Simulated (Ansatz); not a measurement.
Ansatz (a program for electronic structure) input (RI-MP2/def2-QZVPPD):
A basis named .json is the Basis Set Exchange file of that set.

Ansatz 0.2 input:
```yaml
crystal:
  periodic: [false, false, false]
  atoms:
    - {symbol: C, position_ang: [-0.57153523, 0.14375636, 0.12078110]}
    - {symbol: N, position_ang: [0.73489764, -0.28738991, -0.23340796]}
    - {symbol: H, position_ang: [-0.87698954, 0.12027364, 1.22000294]}
    - {symbol: H, position_ang: [-1.32437512, -0.51032725, -0.36254457]}
    - {symbol: H, position_ang: [-0.90475479, 1.19114357, -0.18595523]}
    - {symbol: H, position_ang: [1.39104735, 0.34810127, 0.23766597]}
basis:
  gaussian:
    orbitals: def2-QZVPPD.json
    fitting: {mean_field: def2-universal-jkfit, correlation: def2-QZVPPD-RIFIT.json}
total_charge: -1
magnetization: {spin_polarized: false}
correlation: {method: mp2, electrons: outside_noble_gas}
```

Output:

```
Functional definition: HF
integrals: 0.19 GiB planned
224 factors; integrals over basis functions are off by at most 1.9e0 eV
mean field: 0.47 GiB planned
mean field evaluation 1: about -2572.6765 eV, gradient 2.0e1 eV
mean field evaluation 2: about -2573.6350 eV, gradient 1.0e1 eV
mean field evaluation 4: about -2573.8759 eV, gradient 6.8e-1 eV
mean field evaluation 8: about -2573.8785 eV, gradient 2.6e-6 eV
mean field -2573.87851465 eV, -94.5882907757 hartree, gradient 2.6e-6 eV, S^2 0.000000; 0 other end points of the search recorded, 0 dependent functions left out
2 core orbitals not correlated
574 factors; their error is unknown
reference -2573.87851465 eV, -94.5882907757 hartree; 7, 7 occupied and 249, 249 virtual orbitals, 574 factors
second order -12.23750596 eV of doubles, -0.00000000 eV of singles
Total energy: -2586.11602060 eV, -95.0380108247 hartree
```
